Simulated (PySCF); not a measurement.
Vertical excitations of a molecule C4H7O2, multiplicity 2 from PySCF with TDA-PBE/def2-SVPD, as energy in eV (oscillator strength): 2.02 (0.000), 3.11 (0.016), 3.82 (0.001), 4.67 (0.003), 5.10 (0.007), 5.49 (0.003), 5.88 (0.000), 6.17 (0.002), 6.20 (0.021), 6.33 (0.001). The structure is a stationary point at B3LYP-D3(BJ)/def2-SVP. Other conformers were not sampled.

Identify the compound among the candidates.
(A) [CH2]COC(C)=O
(B) [CH2]C(=O)OCC
(C) [CH]1COCCO1
(D) C[C](C)C(=O)O

B, [CH2]C(=O)OCC
